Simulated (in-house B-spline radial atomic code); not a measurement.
Successive ionisation energies of terbium; each step leads to the configuration of the next row (after the last: [Ne] 3s2 3p1/2(1)). Dirac energy differences include first-order Breit, QED and recoil terms. NIST's values go from ground level to ground level; the uncertainty of those that are theory runs from under 0.1 % in few-electron ions to several per cent in heavy many-electron ones. Computed with a B-spline radial code for spherical atoms: Dirac-Hartree-Fock, jj configuration that fills j = l - 1/2 first, finite nuclei.

A number in brackets counts the electrons of a j subshell.

```
  ion               configuration  ionisation energy (eV)  tabulated value (eV)  computed minus tabulated (eV)  highest orbital  largest mean radius (bohr)
Tb40+      [Ar] 3d3/2(4) 3d5/2(3)                  3074.9                  3078                             -3            3d5/2                      0.2308
Tb41+      [Ar] 3d3/2(4) 3d5/2(2)                  3186.2                  3189                             -3            3d5/2                      0.2293
Tb42+      [Ar] 3d3/2(4) 3d5/2(1)                  3298.9                  3300                             -1            3d5/2                     0.22781
Tb43+               [Ar] 3d3/2(4)                  3457.6                  3458                              0            3d3/2                      0.2264
Tb44+               [Ar] 3d3/2(3)                  3574.8                  3573                              2            3d3/2                     0.22514
Tb45+               [Ar] 3d3/2(2)                  3693.5                  3698                             -4            3d3/2                     0.22388
Tb46+               [Ar] 3d3/2(1)                  3813.8                  3814                              0            3d3/2                     0.22263
Tb47+                [Ne] 3s2 3p6                  4139.5                  4139                              0            3p3/2                     0.22139
Tb48+  [Ne] 3s2 3p1/2(2) 3p3/2(3)                  4245.4                  4242                              3            3p3/2                     0.22044
Tb49+  [Ne] 3s2 3p1/2(2) 3p3/2(2)                  4352.3                  4355                             -3            3p3/2                      0.2195
Tb50+  [Ne] 3s2 3p1/2(2) 3p3/2(1)                  4460.1                  4460                              0            3p3/2                     0.21856
Tb51+           [Ne] 3s2 3p1/2(2)                  4758.6                  4760                             -1            3p1/2                     0.21764
```
